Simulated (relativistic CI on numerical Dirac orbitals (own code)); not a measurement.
**Radial parameters of Co XX**

Calculated at this level of theory: Dirac-Coulomb-Breit CI, orbitals from a KLI potential per configuration, model QED (radiative potential, 1s self-energy scaled to tabulated hydrogen-like ionisation energies), unscaled Slater integrals (own radial code, finite nucleus).

Slater integrals F^k, G^k are unscaled and averaged over j, outside the closed core 1s2; ζ comes from projecting the Hamiltonian with its Breit term on Σ l·s of the shell.

- 2s2 2p4: F^2(2p,2p) = 448250, ζ(2p) = 84344 cm⁻¹; <r>(2p) = 0.2121, <r^2>(2p) = 0.05464 (bohr units).
- 2s 2p5: G^1(2s,2p) = 489910, ζ(2p) = 83566 cm⁻¹; <r>(2s) = 0.2445, <r^2>(2s) = 0.07017, <r>(2p) = 0.2128, <r^2>(2p) = 0.05502 (bohr units).
- 2p5 3s: ζ(2p) = 85742, G^1(2p,3s) = 45011 cm⁻¹; <r>(2p) = 0.2108, <r^2>(2p) = 0.05397, <r>(3s) = 0.5919, <r^2>(3s) = 0.3978 (bohr units).

Averages of the first 10 configurations, taken without configuration mixing, which lowers the lowest level and can move excited configurations by several eV; other configurations of the list can lie among them:

```tsv
Configuration	Parity	States	Average energy above the lowest level (eV)
2s2 2p4	even	15	15.1
2s 2p5	odd	12	138.6
2p6	even	1	281.3
2p5 3s	odd	12	1172.2
2p5 3p	even	36	1203.8
2p5 3d	odd	60	1242.5
2s2 2p3 3s	odd	40	930.5
2s2 2p3 3p	even	120	965.0
2s2 2p3 3d	odd	200	1004.1
2s 2p4 3s	even	60	1041.6
```
